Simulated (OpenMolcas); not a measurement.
## Tb4+: effect of the metal basis and ligand basis

Tb4+ with 2 ligands (fluoride) in linear coordination (D∞h) at 1.81 Å.

```
Program             : OpenMolcas 26.06
Method              : CASSCF
Spin-orbit coupling : RASSI with atomic mean-field integrals over the reference wave functions
```

Fixed: active space 7 electrons in 7 orbitals (4f), DKH2 Hamiltonian.

States (labels by Λ). Energies in cm-1 above the lowest state or level, χT in cm3 K/mol.

```json
{"Run": "A", "Metal basis": "ANO-RCC-VDZP", "Ligand basis": "ANO-RCC-VDZP", "Ground state": "8Σ", "χT at 300 K": "7.822", "Cost": "roughly 40 core-seconds"}
{"Run": "B", "Metal basis": "ANO-RCC-VTZP", "Ligand basis": "ANO-RCC-VTZP", "Ground state": "8Σ", "χT at 300 K": "7.827", "Cost": "roughly 90 core-seconds"}
```

Costs are those of the RASSCF and RASSI steps.

No quartet enters the spin-orbit mixing, so the splitting and order within the octet and the sextets are unsound, and g values and χT are rough. No measured value stands beside these numbers; the geometry was imposed, not optimised, and the real ion may take another.
